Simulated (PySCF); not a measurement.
Dipole moment (D) of eight silicon and germanium compounds: PBE beside r2SCAN, computed with PySCF for isolated molecules in the bases named; differences from unrounded values. The eight are the first of their class met in an unordered collection, after screening for sound electronic states; none was chosen by its value, except that the dipole had to exceed 0.05 D. Each molecule has one DFT geometry for both levels.

```
molecule                                                                                         basis  r2SCAN   PBE  difference
------------------------------------------------------------------------------------------  ----------  ------  ----  ----------
SSi, SMILES S=[Si] (connectivity only; charge and spin as stated), neutral, multiplicity 1  def2-TZVPD    1.64  1.61       -0.03
CH2FNOSi, SMILES N#CO[SiH2]F                                                                 def2-TZVP    4.55  4.44       -0.10
C₃H₆FNSi, SMILES C#C[C@H](N)[SiH2]F                                                          def2-TZVP    0.97     ?           ?
trichloro(chlorosilyl)silane (Cl4H2Si2), SMILES Cl[Si](Cl)(Cl)[SiH2]Cl                       def2-TZVP    1.28  1.21       -0.06
C2H7ClO2Si, SMILES O[Si@@H](CCO)Cl                                                           def2-TZVP    1.47     ?           ?
C₄H₉FSi, SMILES CC/C=C(\F)[SiH3]                                                             def2-TZVP    1.42  1.35       -0.06
ClF3H2OSi2, SMILES F[Si](F)(F)O[SiH2]Cl                                                      def2-TZVP    2.10  2.05       -0.05
C2H5FSi2, SMILES C#C[Si@@H](F)[SiH3]                                                         def2-TZVP    1.70     ?           ?
```

Problem. Complete the blanks. (The exact figures need the calculation; the answer reports its results.)

Solution. 
- C2H5FSi2, SMILES C#C[Si@@H](F)[SiH3], PBE: 1.64
- C2H5FSi2, SMILES C#C[Si@@H](F)[SiH3], difference: -0.06
- C₃H₆FNSi, SMILES C#C[C@H](N)[SiH2]F, PBE: 0.91
- C₃H₆FNSi, SMILES C#C[C@H](N)[SiH2]F, difference: -0.06
- C2H7ClO2Si, SMILES O[Si@@H](CCO)Cl, PBE: 1.42
- C2H7ClO2Si, SMILES O[Si@@H](CCO)Cl, difference: -0.05

PBE lies below r2SCAN in 8 and above it in 0 of the eight; the mean signed difference is -0.06 and the largest -0.10 D.
